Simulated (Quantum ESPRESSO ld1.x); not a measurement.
Results of a calculation; reference values are marked as such.
Problem. The aim is neutral manganese in [Ar] 3d5 4s2. What will ld1.x (Quantum ESPRESSO 7.5) do with this input?

```
 &input
    zed=25.0,
    iswitch=1,
    rel=1,
    lsd=1,
    dft='SLA-VWN',
    config='[Ar] 3d5 4s2 4s2',
    verbosity='high',
    prefix='ld1',
    max_out_wfc=37,
    file_charge='ld1.rho',
 /
```

Solution. Refused. The program stops in occ_spin with "wrong occupations": a shell may stand twice only as spin up and down (lsd = 1) or as its two j (rel = 2, l > 0), within their capacities.

Output (excerpt):

```
     Program LD1 v.7.5 starts

 %%%%%%%%%%%%%%%%%%%%%%%%%%%%%%%%%%%%%%%%%%%%%%%%%%%%%%%%%%%%%%%%%%%%%%%%%%%%%%
     Error in routine occ_spin (1):
     wrong occupations
 %%%%%%%%%%%%%%%%%%%%%%%%%%%%%%%%%%%%%%%%%%%%%%%%%%%%%%%%%%%%%%%%%%%%%%%%%%%%%%

     stopping ...
```

Run on one thread of a shared host, so times are rough (Intel(R) Xeon(R) Processor @ 2.60GHz): 0.34 s of CPU time, 0.6 s wall.
